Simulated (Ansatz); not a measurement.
Total energies of C₂H₃ClNSi (`[C]#C[SiH](N)Cl`) radical.

```xyz
8

C    -2.864    0.127    0.146
C    -1.680    0.160   -0.112
Si    0.100    0.193   -0.501
N     0.905   -0.704    0.687
Cl    0.622    2.183   -0.616
H     0.382   -0.384   -1.828
H     0.667   -0.602    1.661
H     1.868   -0.974    0.563
```

The species carries charge 0 and has multiplicity 2. All single points use the PBE0-D4/def2-TZVP geometry. It is one conformer, not always the lowest. Basis def2-TZVPP, the Gaussian-basis code of Ansatz.

RPA on PBE orbitals: Hartree–Fock energy of these orbitals -880.32667 Eh, correlation -1.28534 Eh (frozen core).

```tsv
functional	energy without D4 (Eh)	D4 term (kJ/mol)
LDA (SPW92)	-878.63088	–
PBE	-881.94471	-20.6
revPBE	-882.26709	-57.6
BLYP	-882.40361	-44.7
r2SCAN	-882.32348	-5.0
PBE0	-882.01715	-17.5
B3LYP	-882.48782	-33.4
r2SCAN0	-882.29883	-5.9
HSE06 (plane-wave form)	-881.99588	-16.4
BHLYP	-882.37599	-26.7
CAM-B3LYP	-882.40314	-18.0
LC-ωPBE	-882.13368	–
ωB97X-V	-882.29175	–
B2PLYP	-882.09576	–
```

Question: Give the same for B97M-V, r2SCANh, ωB97M-V, PBE-QIDH. (Best estimate.)

Answer: Computed: 
| functional | energy without D4 (Eh) | D4 term (kJ/mol) |
| --- | --- | --- |
| B97M-V | -882.25294 | – |
| r2SCANh | -882.31317 | -5.4 |
| ωB97M-V | -882.36237 | – |
| PBE-QIDH | -881.82748 | – |

B3LYP takes the VWN-RPA correlation (the form of Gaussian; ORCA's B3LYP/G). HSE06 is the plane-wave form, built on full-range PBE exchange. The double hybrids freeze the cores in their second-order part.

LC-ωPBE has ω = 0.4 bohr⁻¹.
